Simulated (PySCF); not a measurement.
Compound: C5H7NO.
Numbering: `[CH3:1][C:2]#[C:3][CH2:4][C:5]([NH2:6])=[O:7]` (hydrogens: H8, H9, H10 on C1; H11, H12 on C4; H13, H14 on N6)

Method used: core-valence-separated Tamm–Dancoff BHandHLYP/aug-pcX-1 (pcseg-1 on H) in PySCF, non-relativistic, gas phase, PBE0-D3(BJ)/def2-SVP geometry.

Computed carbon K-edge spectrum, Gaussian lines of 0.5 eV full width, highest printed point 100; it ends one width below the last computed root. Absolute energies from this functional tend to lie a few eV below measured edges; no shift was applied.

```csv
photon energy (eV),absorption
283.2,1
283.3,3
283.4,9
283.5,22
283.6,43
283.7,68
283.8,91
283.9,100
284.0,93
284.1,72
284.2,48
284.3,27
284.4,13
284.5,7
284.6,8
284.7,14
284.8,25
284.9,36
285.0,41
285.1,38
285.2,28
285.3,16
285.4,8
285.5,3
285.6,1
285.7,1
285.8,2
285.9,4
286.0,6
286.1,9
286.2,13
286.3,20
286.4,28
286.5,33
286.6,32
286.7,26
286.8,18
286.9,11
287.0,6
287.1,5
287.2,6
```

**Question.** Where are the maxima, and which lines make them up?

**Answer.** 3 maxima:
- 283.9 eV: C2 + C3 (alkyne carbon), 283.82 eV, f = 0.118, sum of 2, 51 % of the height at the exact maximum; C3 (alkyne carbon), 283.96 eV, f = 0.071, 1s→π*, 33 % of the height at the exact maximum; C2 (alkyne carbon), 284.08 eV, f = 0.048, 1s→π*, 16 % of the height at the exact maximum
- 285.0 eV: C5 (amide carbonyl carbon), 285.01 eV, f = 0.087, 1s→π*, 100 % of the height at the exact maximum
- 286.5 eV: C1 (propargylic carbon), 286.55 eV, f = 0.030, 43 % of the height at the exact maximum; C1 (propargylic carbon), 286.60 eV, f = 0.026, 36 % of the height at the exact maximum

Further lines of some strength in the range: C4, 286.32 eV, f = 0.012.

Roots within 0.03 eV on the same or equivalent atoms count as one line; shares under 12 % aren't listed.

Vibrational structure and lifetime widths aren't in the curve. The ionisation threshold wasn't computed; near and above it a finite basis only mimics Rydberg series and continuum.

Conformer computed: `[CH3:1][C:2]#[C:3][CH2:4][C:5]([NH2:6])=[O:7]`: C3–C4–C5–N6 14°, H–N6–C5–C4 -6°, H–N6–C5–C4 -179°.

One conformer stands for the species.
